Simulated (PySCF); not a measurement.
PySCF 2.14 output of an unrestricted PBE calculation on a single atom or ion in cc-pVDZ-PP with ECP60MDF, with a scalar-relativistic core potential:

```
SCF conv_tol = 1e-09
number electrons alpha = 9  beta = 6
    J. P. Perdew, K. Burke, and M. Ernzerhof.,  Phys. Rev. Lett. 77, 3865 (1996)
    J. P. Perdew, K. Burke, and M. Ernzerhof.,  Phys. Rev. Lett. 78, 1396 (1997)
    J. P. Perdew, K. Burke, and M. Ernzerhof.,  Phys. Rev. Lett. 77, 3865 (1996)
    J. P. Perdew, K. Burke, and M. Ernzerhof.,  Phys. Rev. Lett. 78, 1396 (1997)
cycle= 1 E= -103.448893849091  delta_E= -0.00647  |g|= 0.0217  |ddm|= 0.153
cycle= 2 E= -103.448963767587  delta_E= -6.99e-05  |g|= 0.0193  |ddm|= 0.0328
cycle= 3 E= -103.449096089356  delta_E= -0.000132  |g|= 0.00058  |ddm|= 0.017
cycle= 4 E= -103.449096230463  delta_E= -1.41e-07  |g|= 1.75e-05  |ddm|= 0.000452
cycle= 5 E= -103.449096230637  delta_E= -1.74e-10  |g|= 2.24e-07  |ddm|= 2.16e-05
converged SCF energy = -103.449096230637  <S^2> = 3.7506911  2S+1 = 4.0003456
```

The run itself started from symmetry-adapted Hartree-Fock orbitals and held the occupation by maximum overlap, on a logarithmic radial grid, so the iterations belong to that start.

**Question.** Which element, charge and spin multiplicity is this?

**Answer.** Ir²⁺ (iridium, charge +2), multiplicity 4; the state was [Xe] 4f14 5d7, high-spin 4F determinant.

Energies and moments cover only the electrons outside the core potential. Spin-orbit coupling, absent here, splits the open shell strongly.
